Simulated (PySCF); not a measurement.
Structure problem from calculated spectra and properties.

Formula: C10H11FO2.

- Triplet: lowest triplet excitation (Tamm–Dancoff): 4.02 eV [TDA PBE0/def2-SVPD]
- Rotational structure: rotational constants A, B, C: 1.307, 0.506, 0.463 GHz [PBE0-D3(BJ)/def2-SVP]
- Couplings: largest of the computed one-bond spin–spin couplings (means over like bonds): 19F–13C -253.5, 13C–1H +170.2 (×2), 13C–1H +167.4 (×2), 13C–1H +167.2, 13C–1H +164.1, 13C–1H +153.5, 13C–1H +151.7, 13C–1H +134.6 (×3) Hz [B3LYP/pcJ-1, spin–dipole term left out for some pairs]
- 13C NMR: chemical shifts (computed TMS as zero) by class: 176.0 (1 C), 141.2 (1 C), 133.8 (1 C), 133.7 (2 C), 129.6 (2 C), 91.2 (1 C), 61.5 (1 C), 14.8 (1 C) ppm [GIAO PBE0/pcSseg-1]
- Polarisability: 121.5 au [PBE0/def2-SVPD]
- UV, first state: lowest singlet excitation: 5.37 eV (231 nm, f = 0.002) [TDDFT PBE0/def2-SVPD]
- UV, strongest line: among the 10 lowest singlet transitions: S7 at 6.94 eV (179 nm, f = 0.227) [TDDFT PBE0/def2-SVPD]
- Dipole: 1.41 D [PBE0/def2-SVPD]
- NMR, other nuclei: isotropic shieldings of nuclei other than C and H, by class: -79 (1 O), 119 (1 O), 405 (1 F) ppm [GIAO PBE0/pcSseg-1]
- 1H NMR: chemical shifts (computed TMS as zero) by class: 7.86 (2 H), 7.54 (2 H), 7.46 (1 H), 5.72 (1 H), 4.64 (1 H), 3.72 (1 H), 0.99 (3 H) ppm [GIAO PBE0/pcSseg-1]

Electronic properties: PySCF, gas phase, density fitting. Levels stand in brackets. NMR shifts are as computed; neighbouring signals can stand in another order in a measured spectrum. Isolated species at its PBE0-D3(BJ)/def2-SVP geometry (one conformer only). Each NMR value is the plain mean over a class of atoms that symmetry, rotation or inversion makes alike.

Q: What is the compound? Reason from the data.

A: Numbering: `[CH3:1][CH2:2][O:3][C:4](=[O:5])[C@H:6]([F:7])[c:8]1[cH:9][cH:10][cH:11][cH:12][cH:13]1`. Its formula, C10H11FO2, gives 5 degrees of unsaturation: 1 ring and 4 π bonds in the structure found (Kekulé form). 10 carbons fall into 8 classes; from least to most shielded: ester carbonyl carbon [C4] (176.0 ppm), substituted aromatic carbon [C8] (141.2 ppm), aromatic CH carbon [C11] (133.8 ppm), aromatic CH carbon [C10/C12] (133.7 ppm, 2 C), aromatic CH carbon [C9/C13] (129.6 ppm, 2 C, up to 2.4 ppm apart in this geometry), sp3 C–F carbon [C6] (91.2 ppm), chain sp3 carbon bound to oxygen [C2] (61.5 ppm), methyl carbon [C1] (14.8 ppm). Hydrogen classes from least to most shielded: 2 H on the ortho carbons, C9/C13 (7.86 ppm), 2 H on the meta carbons, C10/C12 (7.54 ppm), 1 H on the para carbon, C11 (7.46 ppm), 1 H on an sp3 C–F carbon, C6 (5.72 ppm), 1 H on an sp3 carbon bound to oxygen, C2 (4.64 ppm), 1 H on an sp3 carbon bound to oxygen, C2 (3.72 ppm), 3 H on a methyl carbon, C1 (0.99 ppm, a mean of values up to 0.6 ppm apart in this geometry). The other shieldings belong to: -79 ppm, ester carbonyl oxygen [O5]; 119 ppm, ester single-bonded oxygen [O3]; 405 ppm, alkyl fluorine [F7]. The couplings run between: -253.5 Hz, alkyl fluorine [F7] and sp3 C–F carbon [C6]; +170.2 Hz, aromatic CH carbon [C9] and its hydrogen (with 1 like pair); +167.4 Hz, aromatic CH carbon [C10] and its hydrogen (with 1 like pair); +167.2 Hz, aromatic CH carbon [C11] and its hydrogen; +164.1 Hz, sp3 C–F carbon [C6] and its hydrogen; +153.5 Hz, sp3 carbon bound to oxygen [C2] and its hydrogen; +151.7 Hz, sp3 carbon bound to oxygen [C2] and its hydrogen; +134.6 Hz, methyl carbon [C1] and its hydrogen (with 2 like pairs). The optimised geometry has point group C1 and is an asymmetric top. Structure: `CCOC(=O)[C@H](F)c1ccccc1` (PhCHFCOOEt). The assignments are read from this structure; whether some other isomer fits the data as well wasn't checked. The mirror image fits equally.

Shape of the structure used: `[CH3:1][CH2:2][O:3][C:4](=[O:5])[C@H:6]([F:7])[c:8]1[cH:9][cH:10][cH:11][cH:12][cH:13]1`: C1–C2–O3–C4 -82°, C2–O3–C4–O5 -2°, O3–C4–C6–F7 21°, C4–C6–C8–C9 117°.

One-bond C–F couplings are unscaled; at this level they come out some 30 % too large in size.
